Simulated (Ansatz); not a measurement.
`[SiH3][CH2][AlH][S][SiH3]` and `[SiH3][CH2][AlH][CH2]Cl` differ in one atom or group.

Ansatz, PBE0-D4/def2-TZVP geometries, multiplicity 1. Each molecule was computed in one conformer, which needn't be the lowest.

| property | `[SiH3][CH2][AlH][S][SiH3]` |
| --- | --- |
| LUMO energy (ωB97M-V/def2-TZVPP) / eV | 0.37 |
| LUMO energy (PBE/def2-TZVPP) / eV | -2.00 |
| HOMO energy (PBE/def2-TZVPP) / eV | -6.57 |
| HOMO energy (B3LYP/def2-TZVPP) / eV | -7.46 |
| HOMO–LUMO gap (PBE0/def2-TZVPP) / eV | 6.47 |
| HOMO energy (ωB97M-V/def2-TZVPP) / eV | -9.86 |

Task: Give the same properties after the change, and the shifts. (Estimate.)

Result: The calculation gave: 
```tsv
property	`[SiH3][CH2][AlH][CH2]Cl`	shift
LUMO energy (ωB97M-V/def2-TZVPP) / eV	0.95	0.58
LUMO energy (PBE/def2-TZVPP) / eV	-1.56	0.44
HOMO energy (PBE/def2-TZVPP) / eV	-6.67	-0.10
HOMO energy (B3LYP/def2-TZVPP) / eV	-7.70	-0.24
HOMO–LUMO gap (PBE0/def2-TZVPP) / eV	7.24	0.77
HOMO energy (ωB97M-V/def2-TZVPP) / eV	-10.12	-0.26
```

With PBE0 the HOMO falls by 0.21 eV and the LUMO rises by 0.57 eV, so the gap widens by about 0.78 eV. PBE moves the HOMO by -0.10 eV and ωB97M-V by -0.26 eV.

B3LYP here is the variant with VWN-RPA as its local correlation; programs differ in this.
